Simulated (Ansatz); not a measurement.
Isolated molecules relaxed with PBE0-D4/def2-TZVP in Ansatz; ΔE leaves out vibrations. CBS: MP2 limit from def2 TZ/QZ plus the TZ coupled-cluster correction, frozen cores. This one scheme is used for every species. Functionals use def2-TZVPP. B3LYP here is the variant with VWN-RPA as its local correlation; programs differ in this. One conformer a species, not always the lowest.

Reaction (redistribution): `B[SiH2]OC` + `NC1C[SiH2][SiH2]1` → `BC1C[SiH2][SiH2]1` + `CO[SiH2]N`

`B[SiH2]OC`:

Cartesian coordinates in Å:
```
B 1.399 -1.499 -1.262
Si 0.715 0.053 -0.204
O -0.870 -0.151 0.200
C -1.581 0.806 0.948
H 0.727 -2.441 -1.559
H 2.540 -1.493 -1.623
H 1.539 0.228 1.036
H 0.884 1.317 -0.990
H -1.126 0.965 1.933
H -1.626 1.770 0.428
H -2.600 0.443 1.093
```

`NC1C[SiH2][SiH2]1`:

```xyz
14

N     0.254   -2.101    0.131
C     0.376   -0.706   -0.227
C    -0.891    0.076   -0.684
Si   -0.283    1.847   -0.328
Si    0.981    0.527    1.109
H    -0.367   -2.219    0.922
H    -0.128   -2.646   -0.635
H     1.117   -0.631   -1.034
H    -1.230   -0.172   -1.693
H    -1.716   -0.134    0.007
H     0.474    2.434   -1.467
H    -1.302    2.826    0.134
H     2.441    0.634    1.371
H     0.273    0.267    2.396
```

`BC1C[SiH2][SiH2]1`:

Cartesian coordinates in Å:
```
B -0.748 0.368 1.529
C 0.494 0.642 0.662
C -0.677 0.714 -0.415
Si -0.160 -0.729 -1.558
Si 1.502 -0.841 0.067
H -1.304 1.271 2.086
H -1.151 -0.755 1.668
H 0.983 1.602 0.801
H -1.678 0.475 0.039
H -0.802 1.714 -0.828
H 0.284 -0.219 -2.885
H -1.215 -1.756 -1.777
H 1.599 -1.974 1.025
H 2.874 -0.514 -0.414
```

`CO[SiH2]N`:

Cartesian coordinates in Å:
```
C -0.654 -0.614 -1.480
O -1.091 0.151 -0.384
Si -0.281 0.198 1.047
N 1.306 0.824 1.003
H 0.302 -0.245 -1.871
H -0.534 -1.671 -1.213
H -1.402 -0.542 -2.272
H -0.133 -1.189 1.568
H -1.137 1.059 1.890
H 2.112 0.236 0.892
H 1.511 1.792 0.821
```

Problem. Is it downhill or uphill in electronic energy at CCSD(T)/CBS, and by how much? (Estimate.)

Solution. The calculation gave: Downhill: ΔE = -1.83 eV.

Problem. What do these levels give: r2SCAN-D4, B3LYP-D4, ωB97X-V, ωB97M-V, B2PLYP, r2SCAN, B3LYP, SCS-MP2/def2-TZVPP, CCSD(T)/def2-TZVPP, HF/def2-QZVPP, MP2/def2-QZVPP, HF/CBS(def2)? (Best estimate.)

Solution. Computed: r2SCAN-D4 -1.82, B3LYP-D4 -1.72, ωB97X-V -1.74, ωB97M-V -1.87, B2PLYP -1.78, r2SCAN -1.82, B3LYP -1.68, SCS-MP2/def2-TZVPP -1.83, CCSD(T)/def2-TZVPP -1.78, HF/def2-QZVPP -1.58, MP2/def2-QZVPP -2.00, HF/CBS(def2) -1.58 eV.

Largest T1 diagnostic among the species: 0.012.

From PBE to PBE0 (25 % exact exchange), in def2-TZVPP and without D4, ΔE moves by −0.05 eV. In def2-TZVPP, CCSD(T) changes the Hartree–Fock value by −0.22 eV (the triples alone add −0.04 eV) and MP2 by −0.40 eV. The D4 term adds −0.04 eV with B3LYP and −0.02 eV with PBE0; it sums over pairs of atoms, weighted by their polarisabilities, and B3LYP, whose exchange is more repulsive, gets the larger term.
